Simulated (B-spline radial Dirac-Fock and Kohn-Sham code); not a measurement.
## Ge 4p1/2: cross section and angular parameters

System: atomic germanium, configuration [Ar] 3d10 4s2 4p2; threshold 6.07 eV (orbital energy of the model). The computed values come from a radial finite-basis atomic code: Dirac-Hartree-Slater photoionisation with a Latter tail; cross sections with all multipoles, angular parameters from the dipole term and its interference with E2.

For linearly polarised light dσ/dΩ = σ/(4π) [1 + β P₂(cos θ) + (δ + γ cos²θ) sin θ cos φ], with θ from the polarisation vector and φ the angle between the beam and the projection of the electron momentum on the plane normal to the polarisation.

| hν (eV) | σ (kb) | β | γ | δ |
| --- | --- | --- | --- | --- |
| 51.7 | 21.8 | 0.363 | 0.067 | 0.004 |
| 55.6 | 18.1 | 0.131 | 0.032 | 0.008 |
| 74.2 | 11.8 | -0.098 | -0.015 | 0.021 |
| 83.7 | 10.9 | 0.092 | 0.018 | 0.022 |
| 100 | 10.0 | 0.443 | 0.086 | 0.018 |
| 102 | 9.91 | 0.481 | 0.093 | 0.017 |
| 147 | 8.09 | 1.046 | 0.162 | 0.007 |
| 150 | 7.98 | 1.070 | 0.162 | 0.006 |
| 157 | 7.74 | 1.121 | 0.161 | 0.005 |
| 158 | 7.70 | 1.128 | 0.161 | 0.005 |
| 195 | 6.54 | 1.319 | 0.140 | 0.001 |
| 334 | 3.72 | 1.579 | 0.026 | -0.002 |
| 489 | 2.17 | 1.645 | -0.021 | -0.001 |
| 767 | 0.998 | 1.650 | 0.018 | 0.002 |
| 863 | 0.797 | 1.642 | 0.046 | 0.003 |
| 917 | 0.708 | 1.637 | 0.063 | 0.003 |
| 1486.9 | 0.252 | 1.563 | 0.262 | 0.010 |
| 1860 | 0.149 | 1.512 | 0.385 | 0.015 |
| 1900 | 0.141 | 1.507 | 0.398 | 0.016 |
| 2010 | 0.123 | 1.492 | 0.431 | 0.017 |
| 2984.4 | 0.0446 | 1.375 | 0.685 | 0.034 |
| 3990 | 0.0202 | 1.273 | 0.881 | 0.053 |
| 4170 | 0.0178 | 1.257 | 0.911 | 0.057 |
| 4590 | 0.0136 | 1.220 | 0.977 | 0.065 |
| 5414.7 | 0.00839 | 1.155 | 1.090 | 0.082 |
| 6000 | 0.00619 | 1.112 | 1.159 | 0.093 |
| 7090 | 0.00374 | 1.042 | 1.269 | 0.115 |
| 8047.8 | 0.00253 | 0.988 | 1.351 | 0.133 |
| 12200 | ? | ? | ? | ? |
| 15000 | 0.000340 | 0.720 | 1.720 | 0.257 |

**Question.** Give the values at 12200 eV.

**Answer.** σ = 0.000672 kb, β = 0.808, γ = 1.605, δ = 0.209.
